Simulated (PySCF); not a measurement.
# Unknown compound

An unknown has the formula C$_{9}$H$_{13}$P. Its calculated NMR data are:

1H NMR (400 MHz, computed): δ 8.70 (m, 1H), 2.83 (m, 3H), 2.57 (s, 3H), 2.44 (s, 3H), 2.40 (s, 3H).

13C{1H} NMR (computed): δ 174.2, 163.7, 146.0, 144.7, 142.5, 28.9, 28.0, 20.7, 20.4.

Method: coordinates at the GFN2-xTB level, σ from GIAO-PBE0/pcSseg-1, in PySCF (in vacuum, non-relativistic, averaged over atoms made equivalent by symmetry, fast rotation or ring inversion, single conformer).

δ = σ(ref) − σ, references computed at the same level: TMS for 1H (σref 31.72), 13C (σref 186.93).

What is the structure?

## Answers


1. 9 carbon signals for 9 carbons: no two carbons are equivalent.
2. Carbon types of the structure: 4 × C, 1 × CH, 4 × CH3, which accounts for all hydrogens.
3. δC 174.2, 146.0, 144.7, 142.5: substituted aromatic carbon.
4. δC 163.7: aromatic CH.
5. δC 28.9, 28.0, 20.7, 20.4: methyl carbon on an aromatic ring; aliphatic region, no heteroatom directly attached.
6. δH 8.70: hydrogen on an aromatic CH; it sits in the deshielding region of the aromatic ring current.
7. δH 2.83, 2.57, 2.44, 2.40: hydrogen on a methyl carbon on an aromatic ring; benzylic-type position, deshielded by the ring.

These data were computed for SMILES c1c(C)c(C)c(C)c(C)p1.

This is the structure that produced the data.

Splittings by 31P in the carbon and heteronuclear signals aren't shown, as no couplings were computed. Shifts are as computed. Against solution values, carbons near 30 ppm lie about +3 ppm off and those near 130 ppm about +5 ppm. Of 1211 compounds with measured shifts, 218 miss one by over three times the rms of a fit or turn the order of signals round; such compounds aren't used in these exercises. No couplings were computed; multiplicities are counted from neighbouring protons, with m where these are inequivalent, close in shift, in a saturated or five-membered ring or joined by F or P, and br s for small geminal =CH2 splittings.
